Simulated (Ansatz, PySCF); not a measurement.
Reaction (SMILES): O=CO -> [OH] (HO) + [CH]=O (the C-O bond at the site shown breaks; other sites are not compared here)
Structures are relaxed separately at B3LYP-D3(BJ)/def2-TZVP in Ansatz (a first-principles code), one conformer each, not searched for the lowest.

Property: bond dissociation energy (enthalpy at 298 K, with B3LYP-D3(BJ) rigid-rotor harmonic-oscillator terms from PySCF), in kcal/mol. Correlated levels leave the core frozen unless marked. Open shells are spin-unrestricted. No spin-orbit coupling. No relativistic terms. Basis-set limits of correlation are two-point, X^-3; Hartree-Fock from the larger set.

```json
[
 {"level": "PBE-D3(BJ)/def2-TZVPD", "program": "Ansatz + dftd3", "bond dissociation energy (kcal/mol)": "…"},
 {"level": "B3LYP/def2-TZVPD", "program": "Ansatz", "bond dissociation energy (kcal/mol)": "104.1"},
 {"level": "PBE0/def2-SVP", "program": "Ansatz", "bond dissociation energy (kcal/mol)": "…"},
 {"level": "wB97M-V/def2-TZVPD", "program": "Ansatz", "bond dissociation energy (kcal/mol)": "…"},
 {"level": "B2PLYP-D3(BJ)/def2-TZVPD", "program": "Ansatz + dftd3", "bond dissociation energy (kcal/mol)": "106.6"},
 {"level": "CCSD(T)/CBS(cc-pVTZ,cc-pVQZ)", "program": "Ansatz", "bond dissociation energy (kcal/mol)": "109.8"}
]
```

Problem. What belongs in the gaps?

Solution. 
- PBE-D3(BJ)/def2-TZVPD, bond dissociation energy (kcal/mol): 112.0
- PBE0/def2-SVP, bond dissociation energy (kcal/mol): 113.8
- wB97M-V/def2-TZVPD, bond dissociation energy (kcal/mol): 109.2
